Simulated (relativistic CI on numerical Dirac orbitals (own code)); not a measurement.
**A ladder of approximations for the levels of K3+**

Calculated with a relativistic CI code on KLI orbitals (one set per configuration, finite nucleus), adding one ingredient at a time: step 1, Dirac-Coulomb, each configuration alone; step 2, with Breit and QED terms; step 3, with configuration mixing; step 4, with scaled Slater integrals (0.85); step 5, with a P86 correlation estimate; step 6, tied to the ionisation limit. P86 is a density functional for the correlation energy, evaluated here for each configuration and added to its levels. Step 6 is semi-empirical: configurations made of the next ion and one excited electron move by -15251 cm⁻¹, so that their limit matches the tabulated ionisation energy, and those with a non-penetrating f or g electron also take the P86 value of the least penetrating other one.

CI space (outside the closed core [Ne]): 3s2.3p4, 3s.3p5, 3s2.3p3.3d, 3s2.3p3.4s, 3s2.3p3.5s, 3p6, 3s.3p4.3d, 3s2.3p3.4p, 3s2.3p3.4d, 3s2.3p3.4f, 3s2.3p3.5p, 3s2.3p3.5d, 3p5.3d, 3s2.3p3.5f, 3s2.3p2.3d2, 3s2.3p.3d3, 3s2.3p.3d2.4s, 3s2.3p.3d2.5s, 3s.3p2.3d3, 3s2.3p.3d2.4p, 3p4.3d2, 3p3.3d3, 3p3.3d2.4s, 3p3.3d2.5s, 3p3.3d2.4p.

Computed minus measured energy above the ground level, in cm⁻¹, for 13 of the 25 excited levels that pair in every step (one J of a term; a digit in brackets numbers repeated terms):

```csv
Configuration,Term,J,Measured,Step 1,Step 2,Step 3,Step 4,Step 5,Step 6
3s2.3p4,3P,1,1672,60,6,-35,-15,-14,-14
3s2.3p4,1D,2,16384,3145,3107,1982,-429,-425,-424
3s2.3p4,1S,0,38546,8873,8850,2172,-2471,-2450,-2442
3s.3p5,3P°,2,134182,28008,27879,10376,14105,14858,10819
3s2.3p3.3d,3D°,2,191203,-2623,-2788,16243,14909,16119,953
3s2.3p3.3d,3P°,2,225445,5009,4854,18843,12965,14178,-422
3s2.3p3.3d,1F°,3,242475,7722,7548,20495,11761,12988,-1994
3s2.3p3.3d,3S°,1,249867,4807,4636,14805,6213,7547,-7467
3s2.3p3.4s,3D°,1,277792,-1795,-1844,14110,8854,14295,-805
3s2.3p3.4s,1D°,2,282371,-1267,-1334,14864,8630,14039,-1061
3s2.3p3.4s,3P°,0,293382,1937,1881,14086,6879,12300,-2650
3s2.3p3.4s,1P°,1,298132,2410,2338,15025,6649,12033,-2872
3s2.3p3.5s,3S°,1,367888,-9238,-9333,6482,5174,12256,-2852
```

Mean absolute errors in cm⁻¹, over all paired levels and for the configurations:

| Configuration, levels | Step 1 | Step 2 | Step 3 | Step 4 | Step 5 | Step 6 |
| --- | --- | --- | --- | --- | --- | --- |
| all, 25 | 6531 | 6473 | 12217 | 8339 | 10897 | 3359 |
| 3s2.3p4, 4 | 3048 | 3001 | 1056 | 736 | 729 | 727 |
| 3s.3p5, 3 | 28119 | 27945 | 10371 | 14103 | 14857 | 10806 |
| 3s2.3p3.3d, 9 | 4730 | 4641 | 16566 | 10602 | 11851 | 3515 |
| 3s2.3p3.4s, 8 | 1864 | 1861 | 14313 | 7829 | 13253 | 1769 |
| 3s2.3p3.5s, 1 | 9238 | 9333 | 6482 | 5174 | 12256 | 2852 |

Measured levels: Sansonetti, J. Phys. Chem. Ref. Data 37, 7 (2008).

The mean absolute error is lowest at step 6 (3359 cm⁻¹), and the largest single drop is from step 5 to 6 (10897 to 3359). Terms of the ground configuration are off by 3048 at first, 1056 with mixing and 736 after scaling, which stands in for the correlation that narrows term splittings. The Breit and QED terms change the top of the ground term (measured 2321) from 2436 to 2361. Mixing lowers the ground level by 22590, with 3s.3p4.3d as its largest admixture; relative to it the configurations that move most are 3s.3p5 by -17575, 3s2.3p3.5s by +15815, 3s2.3p3.4s by +14181. Configurations whose own partners of that kind are not in the list rise by much of that lowering, so a short list can trade one imbalance for another. The P86 estimate moves 3s2.3p3.5s by +7083, 3s2.3p3.4s by +5424, 3s2.3p3.3d by +1249, and takes the mean absolute error of the excited configurations from 9787 to 12834; it adds to levels that were already too high. Step 6 takes that error from 12834 to 3860; the error more than halves for 3s2.3p3.3d, 3s2.3p3.4s, 3s2.3p3.5s.
